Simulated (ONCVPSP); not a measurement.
Pseudopotential generation for lead: ONCV, PBE, scalar-relativistic.

* Element: lead (Pb)
* Generator: ONCVPSP 4.0.1
* Type: optimised norm-conserving Vanderbilt (ONCV)
* Functional: PBE
* Relativity: scalar-relativistic
* Frozen core: [Xe] 4f14 5d10
* Valence charge: 4
* Reference configuration: 6s1 6p3
* Partial waves: 6s: rc 1.75 bohr, ncon 5, nbas 9, qcut 3.3 1/bohr, 2 projectors, debl 3.5 Ha; 6p: rc 2.45 bohr, ncon 4, nbas 7, qcut 3.9 1/bohr, 3 projectors, debl 3.1 Ha
* Local potential: polynomial inside 1.40 bohr (lpopt 5, dvloc0 3.5 Ha)
* Core correction: polynomial model core, fcfact 0.55

All-electron outer shells of the reference configuration (PBE, scalar-relativistic, ld1.x):

```tsv
shell	level (eV)	outermost node (bohr)	outermost maximum (bohr)
5p	-87.65	0.49	0.88
5d	-22.87	0.52	1.07
6s	-13.14	1.01	1.95
6p	-4.22	1.18	2.60
```

Results:

| Item | Value |
| --- | --- |
| Cutoffs needed | 64 Ha and 76 Ha (the cutoffs (Ha) at which the residual kinetic energy of the hardest occupied pseudo-wave falls to 1 and 0.1 mHa per electron) |
| Ghost test | no bound ghost flagged; GHOST(+) flagged for s at 30.6 eV, p at 166.3 eV |
| Largest excitation error | -343 meV (all-electron minus pseudo) for 6s1 6p0, out of 4 test configurations |
| rms error of d²Exc/dni dnj | 13.55 mHa without and 0.32 mHa with the model core |

Generation and tests took about 3.1 s on one core of a shared server CPU.
